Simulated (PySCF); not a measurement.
This PySCF input asks for the NMR shieldings of SMILES CB([SiH2]F)[C@H]1[C@@H]2C[C@@H]21, C5H10BFSi; the geometry comes from GFN2-xTB.

```python
import basis_set_exchange as bse
import numpy as np
from pyscf import gto, dft
from pyscf.prop import nmr

atoms = """
C    -1.143490    1.443141   -0.745841
B    -0.917545   -0.024898   -0.214318
Si   -2.386868   -1.321680   -0.189886
F    -1.851922   -2.732002    0.423226
C     0.505390   -0.448932    0.245853
C     1.735619    0.205407   -0.366547
C     2.683891   -0.159149    0.732511
C     1.385116    0.528052    1.014489
H    -0.434289    2.175129   -0.363536
H    -1.014027    1.430778   -1.830618
H    -2.148761    1.822643   -0.571321
H    -2.932070   -1.753001   -1.482212
H    -3.532337   -1.039323    0.682452
H     0.648105   -1.492688    0.531468
H     1.861028    0.748203   -1.277801
H     3.595530    0.418584    0.830390
H     2.799301   -1.202725    1.003778
H     1.138571    1.408778    1.566256
"""
names = dict.fromkeys(["C", "B", "Si", "F", "H"], "pcSseg-1")
basis = {el: gto.basis.parse(bse.get_basis(n, elements=[el], fmt="nwchem")) for el, n in names.items()}
mol = gto.M(atom=atoms, basis=basis, charge=0, verbose=0)
mf = dft.RKS(mol, xc="PBE0")
mf.grids.level = 2
mf.grids.alignment = dft.numint.BLKSIZE   # the property module wants whole blocks of grid points
mf.conv_tol = 1e-9
mf.kernel()

calc = nmr.RKS(mf)   # GIAO
C = mf.mo_coeff
Co = C[:, mf.mo_occ > 0]
resp = mf.gen_response(singlet=True, hermi=2)
def vind(x):   # induced exchange potential for any number of trial vectors
    d = np.einsum("pi,xij,qj->xpq", C, 2 * x.reshape(-1, C.shape[1], Co.shape[1]), Co, optimize=True)
    return np.einsum("xpq,pi,qj->xij", resp(d - d.transpose(0, 2, 1)), C, Co, optimize=True).ravel()
mo1, _ = nmr.rhf.solve_mo1(calc, with_cphf=vind)
sigma = calc.kernel(mo1)
for i, s in enumerate(sigma):   # ppm
    print("%2d %-2s %9.2f" % (i, mol.atom_pure_symbol(i), np.trace(s) / 3))
```

**Question.** What does it print?

**Answer.** 
```
 0 C     173.88
 1 B       0.09
 2 Si    350.43
 3 F     441.50
 4 C     137.06
 5 C     176.55
 6 C     154.53
 7 C     174.06
 8 H      30.45
 9 H      31.60
10 H      30.51
11 H      26.09
12 H      26.11
13 H      30.23
14 H      29.55
15 H      30.35
16 H      31.10
17 H      29.38
```

These numbers come from an equivalent density-fitted implementation of the same equations, which agrees with the script to about 0.01 ppm for H and up to a few tenths of a ppm for heavy atoms, so last digits may differ.

Size and cost of the density-fitted run: 193 basis functions, 32 s wall time on 1 thread of an Arm Neoverse V1, shared host; peak memory 0.85 GiB.
